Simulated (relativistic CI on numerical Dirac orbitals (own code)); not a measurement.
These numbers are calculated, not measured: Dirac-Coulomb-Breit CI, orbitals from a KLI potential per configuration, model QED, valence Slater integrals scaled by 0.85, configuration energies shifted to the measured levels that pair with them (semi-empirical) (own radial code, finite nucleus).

CI space (outside the closed core [Kr] 4d10 5s2): 4f14 5p6 5d3, 4f14 5p6 5d2 6s, 4f14 5p6 5d2 6p, 4f14 5p6 5d 6s2, 4f14 5p6 5d2 5f, 4f14 5p6 5d 6s 6p, 4f14 5p6 5d2 5g, 4f14 5p6 5d2 6d, 4f14 5p6 5d2 7s, 4f14 5p6 5d 5f2, 4f14 5p6 5d2 7p, 4f14 5p6 5d 6p2, 4f14 5p5 5d4, 4f14 5p6 5d2 7d, 4f14 5p6 5d 6s 7s, 4f14 5p6 5d2 6f, 4f14 5p6 5d 5g2, 4f14 5p6 5d 5f 6s, 4f14 5p6 5d2 7f, 4f13 5p6 5d4, 4f12 5p6 5d5, 4f14 5p6 5d 5g 6s, 4f14 5p6 5d 6p 7s, 4f14 5p6 5d 5f 6p, 4f13 5p6 5d3 6s, 4f14 5p4 5d5, 4f14 5p5 5d3 5f, 4f14 5p5 5d3 5g. Levels of other configurations are missing.

Configurations whose levels could be paired with our table of measured levels were shifted onto them, all but the ground configuration, by the median error of their levels; single terms can still be off by 1,000 to 2,000 cm⁻¹ or more, and rates follow the energies as ν³ (E1, M1) or ν⁵ (E2). The others borrow a shift and can be off by several thousand cm⁻¹ or more. The fine structure of a lone outer electron comes out too small, for d and f at times inverted, and misplaced configurations move strength between like terms. 40 of the 69 excited levels that our extract of the measured tables holds in this range could be paired (the sources list more); they are missed by 487 cm⁻¹ on average and 2497 at most, after the shifts were fitted to these levels, and levels without a partner can miss by more. Some levels of the ground configuration have no partner and can miss by 10 % or more.

Outline of the computed level scheme of W IV. Lowest level of each configuration: 4f14 5p6 5d3 4F_3/2 at 0.0000 eV; 4f14 5p6 5d2 6s 4F_3/2 at 4.1257 eV; 4f14 5p6 5d2 6p 4G°_5/2 at 10.6943 eV; 4f14 5p6 5d 6s2 2D_3/2 at 10.8454 eV.

Some strong electric-dipole decays among the lowest 45 levels: 4f14 5p6 5d2 6p 4D°_1/2 → 4f14 5p6 5d3 4F_3/2 (1.8e+09 s⁻¹); 4f14 5p6 5d2 6p 4F°_3/2 → 4f14 5p6 5d3 4F_3/2 (1.2e+09 s⁻¹); 4f14 5p6 5d2 6p 4F°_5/2 → 4f14 5p6 5d3 4F_5/2 (6.1e+08 s⁻¹); 4f14 5p6 5d2 6p 4F°_5/2 → 4f14 5p6 5d3 4F_5/2 (5.9e+08 s⁻¹); 4f14 5p6 5d2 6p 2D°_3/2 → 4f14 5p6 5d3 4P_1/2 (4.3e+08 s⁻¹); 4f14 5p6 5d2 6p 4G°_9/2 → 4f14 5p6 5d2 6s 4F_9/2 (3.6e+08 s⁻¹); 4f14 5p6 5d2 6p 4F°_5/2 → 4f14 5p6 5d3 4P_3/2 (3.4e+08 s⁻¹); 4f14 5p6 5d2 6p 4G°_9/2 → 4f14 5p6 5d3 4F_9/2 (3.3e+08 s⁻¹).

Rates of lines that live on the mixing of spin multiplicities can be off by large factors.

LS names give the leading component of a level, which can be under half, so a name can repeat, a term be missing and a line seem to break the LS rules.
